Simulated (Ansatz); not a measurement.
N-butylpyridinium bromide, `CCCC[n+]1ccccc1.[Br-]` was relaxed with r2SCAN-D4 (def2-SVP) in Ansatz in these states: charge -1 doublet, neutral singlet. The geometries follow in no particular order.

A:

Cartesian coordinates in Å:
```
C -1.3363 2.2810 2.8021
C -1.4446 1.9688 1.3141
C -0.6244 0.7449 0.9126
C -0.7632 0.4382 -0.5759
N 0.1103 -0.6543 -1.0280
C 1.2340 -0.3565 -1.7599
C 2.0029 -1.4446 -2.2648
C 1.7554 -2.7247 -1.8370
C 0.6955 -2.9656 -0.9198
C -0.0990 -1.9149 -0.5427
H -1.7025 1.4409 3.4148
H -1.9247 3.1715 3.0711
H -0.2899 2.4690 3.0901
H -2.5056 1.8164 1.0384
H -1.0996 2.8397 0.7271
H -0.9488 -0.1293 1.5064
H 0.4452 0.9071 1.1298
H -1.8037 0.1728 -0.8329
H -0.4907 1.3255 -1.1660
H 1.2092 0.5970 -2.2829
H 2.8223 -1.2100 -2.9466
H 2.3667 -3.5559 -2.1977
H 0.4872 -3.9650 -0.5348
H -0.9531 -2.0271 0.1284
Br 2.8574 0.7750 -0.2456
```

B:

```csv
atom,x (Å),y (Å),z (Å)
C1,1.6574,0.4656,-3.3096
C2,1.5034,1.0719,-1.9205
C3,0.7369,0.1632,-0.9664
C4,0.4516,0.8542,0.3652
N5,-0.3293,0.0398,1.2814
C6,-1.7175,-0.0144,1.1318
C7,-2.4641,-0.8913,1.8719
C8,-1.8550,-1.7954,2.7990
C9,-0.4394,-1.7583,2.8870
C10,0.2944,-0.8735,2.1348
H11,2.1651,-0.5155,-3.2773
H12,2.2359,1.1212,-3.9822
H13,0.6627,0.3189,-3.7619
H14,2.4976,1.3175,-1.4953
H15,0.9281,2.0124,-2.0033
H16,1.2770,-0.7905,-0.7983
H17,-0.2421,-0.0678,-1.4234
H18,1.3918,1.1372,0.8755
H19,-0.1270,1.7692,0.1404
H20,-2.1247,0.6830,0.3843
H21,-3.5490,-0.8823,1.7291
H22,-2.4463,-2.5004,3.3866
H23,0.1001,-2.4358,3.5574
H24,1.3847,-0.8121,2.1725
Br25,-1.9923,2.3831,-1.7786
```

Q: Judge from the bond lengths which geometry belongs to which state (an estimate).

A: A is the neutral singlet (C7–C8 1.372 Å, C6–C7 1.425 Å, N5–C10 1.367 Å); B is the charge -1 doublet (C7–C8 1.431 Å, C6–C7 1.369 Å, N5–C10 1.397 Å).

At r2SCAN-D4/def2-SVP the highest occupied level of the relaxed charge -1 doublet lies above zero (up to 0.73 eV). By energy differences its removal costs 1.50 eV (each at its own geometry, to the charge 0 singlet, at PBE0-D4/def2-TZVP). The charge -1 doublet has come apart into loosely held pieces.
